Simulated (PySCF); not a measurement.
Species: hydroxydifluoroborane, BF₂HO.
Numbering: `[OH:1][B:2]([F:3])[F:4]` (hydrogens: H5 on O1)

Computed by this run: PBE0-D3(BJ)/def2-SVP geometry optimisation, gas phase in PySCF; density fitting, grid level 1; the optimiser is geomeTRIC in internal coordinates, started from a GFN2-xTB structure with every atom displaced at random (about 0.03 Å).

Step 0: E = -8163.5086 eV
```
atom  x, y, z in Å  |  force x, y, z in eV/Å
O1      0.9142   -0.5974    0.0135   -3.318   0.138  -0.014
B2     -0.3873   -0.0418   -0.0102    1.587  -1.179   0.018
F3     -1.4794   -0.8259    0.0000    1.293   0.807   0.021
F4     -0.5283    1.2803   -0.0481   -0.155  -0.445  -0.009
H5      1.5728    0.0801   -0.0517    0.594   0.679  -0.016
```

Question: Estimate the geometry and energy of step 1. (The exact step hangs on the optimiser's Hessian estimate; all steps are aligned on step 0, rigid shifts and turns removed.)

Answer: E = -8163.6404 eV, largest force 0.718 eV/Å
```
atom  x, y, z in Å  |  force x, y, z in eV/Å
O1      0.8512   -0.6034    0.0020    0.000   0.480  -0.058
B2     -0.3657   -0.0240   -0.0178    0.273  -0.659   0.087
F3     -1.4051   -0.8318    0.0080   -0.321   0.256  -0.014
F4     -0.5302    1.2882   -0.0492   -0.104   0.012  -0.043
H5      1.5420    0.0663   -0.0393    0.153  -0.090   0.028
```

The energy changes by -0.1319 eV. The first-order estimate −F·Δx gives -0.2820 eV and the mean of the old and new forces, exact on a quadratic surface, -0.1225 eV. The step makes an angle of 53° with the force vector and moves no atom by more than 0.075 Å.

What follows is the cost of the whole optimisation. Hardware: an Arm Neoverse V2 with one thread, on a shared host. Cost: 8.6 s, 0.26 GiB resident at most.
